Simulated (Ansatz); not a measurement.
Input file for Ansatz (a quantum-chemistry and plane-wave program): R-CCSD(T)/aug-cc-pVDZ on C3H4O (a complex), monomers drawn apart or pushed together.

Ansatz 0.2 input:
```yaml
crystal:
  periodic: [false, false, false]
  atoms:
    - {symbol: C, position_ang: [0.55286186, 0.37814664, 0.23238373]}
    - {symbol: C, position_ang: [-0.51979850, -0.33351269, -0.08030164]}
    - {symbol: H, position_ang: [0.50620268, 1.45305112, 0.35926049]}
    - {symbol: H, position_ang: [1.52180358, -0.08345295, 0.37739485]}
    - {symbol: H, position_ang: [-0.47307577, -1.40849635, -0.20638181]}
    - {symbol: H, position_ang: [-1.48923763, 0.12873788, -0.22186758]}
    - {symbol: C, position_ang: [0.54824638, -0.02313184, 4.15078054]}
    - {symbol: O, position_ang: [-0.52608771, -0.09153048, 4.47782155]}
basis:
  gaussian:
    orbitals: aug-cc-pVDZ
magnetization: {spin_polarized: false}
correlation: {method: ccsd_t, electrons: outside_noble_gas}
scf: {lower_state_search: off}
```

Program output:

```
WARN ansatz: RAYON_NUM_THREADS=1 ignored (pool sized by the plan → 1); use --threads N
Functional definition: HF
these checks for a lower state are left out or cut short: stability, starts, cluster_reference, orbital_swaps, neighbouring_geometries, increment
integrals: 0.27 GiB planned
1271 factors; integrals over basis functions are off by at most 7.6e-4 eV
mean field: 0.30 GiB planned
mean field evaluation 1: about -5188.8537 eV, gradient 3.6e1 eV
mean field evaluation 2: about -5188.8558 eV, gradient 3.6e1 eV
mean field evaluation 4: about -5191.8465 eV, gradient 4.8e0 eV
mean field evaluation 8: about -5191.9003 eV, gradient 4.8e-5 eV
mean field -5191.90031155 eV, -190.7988172530 hartree, gradient 1.9e-6 eV, S^2 0.000000; 0 other end points of the search recorded, 0 dependent functions left out
4 core orbitals not correlated
reference -5191.90031155 eV, -190.7988172530 hartree; 11, 11 occupied and 113, 113 virtual orbitals, 1271 factors
second order -15.88881336 eV of doubles, -0.00000000 eV of singles
coupled cluster: 0.76 GiB planned
cycle   1  -16.20980321 eV  change   -3.2e-1 eV  update   1.1e-1
cycle   2  -16.71671326 eV  change   -5.1e-1 eV  update   3.6e-2
cycle   3  -16.87701416 eV  change   -1.6e-1 eV  update   1.9e-2
cycle   4  -16.86934582 eV  change    7.7e-3 eV  update   4.2e-3
cycle   5  -16.87167611 eV  change   -2.3e-3 eV  update   1.4e-3
cycle   6  -16.87176010 eV  change   -8.4e-5 eV  update   3.0e-4
cycle   7  -16.87175553 eV  change    4.6e-6 eV  update   7.6e-5
cycle   8  -16.87177082 eV  change   -1.5e-5 eV  update   2.6e-5
perturbative correction -0.63678472 eV, -0.0234014067 hartree
Total energy: -5209.40886709 eV, -191.4422448013 hartree
Checks for a lower state left out: stability, starts, cluster_reference, orbital_swaps, neighbouring_geometries, increment
```

The run converged.

Cost: about 12 core-seconds (a rough figure).
